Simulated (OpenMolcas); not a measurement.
## 4d⁵ along the 41-electron sequence

```yaml
Program: OpenMolcas 26.06
Method: SS-RASPT2, IPEA 0.25 Eh, imaginary shift 0.1 Eh
Basis: ANO-RCC-VQZP
Scalar_Hamiltonian: DKH2, point nucleus
Spin-orbit_coupling: RASSI with atomic mean-field integrals over the reference wave functions, term energies averaged over their components
```

Active space for each ion: 11 electrons in 8 orbitals (RAS1 4p, at most 2 holes; RAS2 4d); closed shells correlated by CASPT2: 4s.

Computed levels in cm-1 above ⁶S_5/2:

```csv
Level,Ru3+,Rh4+,Pd5+,Ag6+
⁴G_5/2,23320,26030,28630,31160
⁴G_7/2,23560,26390,29170,32000
⁴G_11/2,23630,26500,29330,32240
⁴G_9/2,23700,26600,29480,32450
⁴P_3/2,26440,29490,32390,35050
⁴P_1/2,27150,30450,33630,36590
⁴D_7/2,28340,31810,35140,38550
⁴D_1/2,29180,33020,36780,40580
⁴D_5/2,29720,33620,37450,41220
weight of ⁶S in the lowest level (%),99,99,98,98
```

Mixed levels, with the weight of the term that names them: Ru3+ ⁴P_3/2 (60 %), Ru3+ ⁴P_1/2 (72 %), Ru3+ ⁴D_1/2 (72 %), Ru3+ ⁴D_5/2 (59 %), Rh4+ ⁴P_3/2 (57 %), Rh4+ ⁴P_1/2 (70 %), Rh4+ ⁴D_1/2 (71 %), Rh4+ ⁴D_5/2 (57 %), Pd5+ ⁴P_3/2 (55 %), Pd5+ ⁴P_1/2 (67 %), Pd5+ ⁴D_1/2 (68 %), Pd5+ ⁴D_5/2 (55 %), Ag6+ ⁴P_3/2 (56 %), Ag6+ ⁴P_1/2 (70 %), Ag6+ ⁴D_1/2 (71 %), Ag6+ ⁴D_5/2 (56 %).

Measured, with the error of the calculation in %. Measured levels: Ag6+ from the list in Gamrath, thesis, University of Mons (2023).

| Level | Ag6+ |
| --- | --- |
| ⁴G_5/2 | 29390 (+6.0) |
| ⁴G_7/2 | 30378 (+5.3) |
| ⁴G_11/2 | 30662 (+5.1) |
| ⁴G_9/2 | 30907 (+5.0) |
| ⁴P_3/2 | 32994 (+6.2) |
| ⁴P_1/2 | 34605 (+5.7) |
| ⁴D_7/2 | 36485 (+5.7) |
| ⁴D_1/2 | 38685 (+4.9) |
| ⁴D_5/2 | 39299 (+4.9) |

⁴G_5/2 changes by a factor of 1.34 over the same range, with steps per unit of Z of +2710, +2600, +2530 cm-1.

CASPT2 does not keep the components of a term degenerate, so their means are used; among the terms shown or strongly mixed into the levels shown the widest spread is 89 cm-1 (4d⁵ ⁴D, Rh4+). Active for correlation alone: 4p; no level in the range computed is led by a configuration that opens it, so any true level of that kind is missing. Measured partners are found by configuration, term and J. A level has none where our copy of the source lacks it or the pairing is in doubt (some pairs that miss far off the trend of their configuration count as doubtful), and it then counts in no deviation. Levels of configurations outside the active space are missing.
